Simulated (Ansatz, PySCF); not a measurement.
System: sum formula SnOH, charge 0, multiplicity 2. It need not be the lowest isomer of its formula. SMILES: [OH][Sn]
Coordinates optimised at B3LYP-D3(BJ)/def2-TZVP (Ansatz, an electronic-structure program):
```
O
H 1 0.9636
Sn 1 2.0009 2 115.67
```
Charge 0, spin multiplicity 2.

Property: atomisation energy (electronic, to ground-state atoms), in kcal/mol. Cores are frozen in the correlated levels unless marked. UHF or UKS for open shells. No spin-orbit coupling. Frozen are the shells of the preceding noble gas and the d and f shells that filled before the atom's block. In def2 rows, elements after Kr have scalar-relativistic effective core potentials. The coupled-cluster limit lacks core correlation, which all-electron functionals hold. Basis-set limits of correlation are two-point, X^-3; Hartree-Fock from the larger set.

```json
[
 {"level": "PBE-D3(BJ)/def2-TZVPD", "program": "Ansatz + dftd3", "atomisation energy (kcal/mol)": "205.1"},
 {"level": "PBE-D4/def2-TZVPD", "program": "Ansatz + dftd4", "atomisation energy (kcal/mol)": "205.2"},
 {"level": "BP86-D3(BJ)/def2-TZVPD", "program": "PySCF + dftd3", "atomisation energy (kcal/mol)": "…"},
 {"level": "M06-L-D4/def2-TZVPD", "program": "PySCF + dftd4", "atomisation energy (kcal/mol)": "196.7"},
 {"level": "PW6B95-D4/def2-TZVPD", "program": "PySCF + dftd4", "atomisation energy (kcal/mol)": "…"},
 {"level": "HSE06/def2-TZVPD", "program": "Ansatz", "atomisation energy (kcal/mol)": "…"},
 {"level": "B2PLYP-D3(BJ)/def2-TZVPD", "program": "Ansatz + dftd3", "atomisation energy (kcal/mol)": "196.8"},
 {"level": "RPA@PBE/def2-TZVPP", "program": "Ansatz", "atomisation energy (kcal/mol)": "179.7"},
 {"level": "CCSD/def2-SVPD", "program": "Ansatz", "atomisation energy (kcal/mol)": "179.7"},
 {"level": "CCSD(T)/CBS(def2-TZVPPD,def2-QZVPPD)", "program": "Ansatz", "atomisation energy (kcal/mol)": "…"}
]
```

**Question.** Complete the blanks.

**Answer.** 
- BP86-D3(BJ)/def2-TZVPD, atomisation energy (kcal/mol): 208.3
- PW6B95-D4/def2-TZVPD, atomisation energy (kcal/mol): 197.3
- HSE06/def2-TZVPD, atomisation energy (kcal/mol): 193.1
- CCSD(T)/CBS(def2-TZVPPD,def2-QZVPPD), atomisation energy (kcal/mol): 198.7
